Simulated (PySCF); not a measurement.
The same gas-phase reaction for Cu, Ag, Au:
- 2 CuH + Cl₂ → 2 Cu + 2 HCl
- 2 AgH + Cl₂ → 2 Ag + 2 HCl
- 2 AuH + Cl₂ → 2 Au + 2 HCl

Energies from PySCF (xtb for GFN2), thermal terms from the rigid-rotor harmonic-oscillator model, ideal gas at 1 bar. † marks an energy on the PBE0/def2-TZVP geometry and frequencies; other levels use their own. MP2 and CCSD(T) freeze the core. Open shells (unrestricted): Cu (multiplicity 2), Ag (multiplicity 2), Au (multiplicity 2); the rest are closed-shell singlets. GFN2 has no spin-polarisation term. B3LYP is the form with VWN-RPA correlation. Ag, Au: scalar-relativistic def2 core potential, no spin-orbit coupling. Cu: all electrons, no relativistic terms. MP2 isn't extrapolated to the basis-set limit. CCSD(T) isn't extrapolated to the basis-set limit. Warning, large T1 diagnostic: AgH, AuH, CuH (CCSD(T)/def2-SVP†).

ΔH°(298 K) in kJ, by level:

| level | Cu | Ag | Au |
|---|---|---|---|
| ωB97M-V/def2-TZVP† | -89.8 | -147.5 | ? |
| B3LYP/def2-TZVP† | -112.8 | -171.3 | ? |
| r2SCAN/def2-TZVP† | -87.7 | -146.2 | ? |
| CCSD(T)/def2-SVP† | -146.1 | -202.1 | ? |
| LDA/def2-TZVP† | -19.0 | -69.8 | ? |
| MP2/def2-SVP† | -157.2 | -221.7 | -72.9 |
| GFN2-xTB | 705.7 | 407.7 | ? |
| M06-2X/def2-TZVP† | -168.3 | -214.0 | ? |

Some entries are withheld; supply them.


- ωB97M-V/def2-TZVP†, Au: -59.0
- B3LYP/def2-TZVP†, Au: -50.2
- r2SCAN/def2-TZVP†, Au: -5.2
- CCSD(T)/def2-SVP†, Au: -69.5
- LDA/def2-TZVP†, Au: 78.5
- GFN2-xTB, Au: 326.3
- M06-2X/def2-TZVP†, Au: -99.7
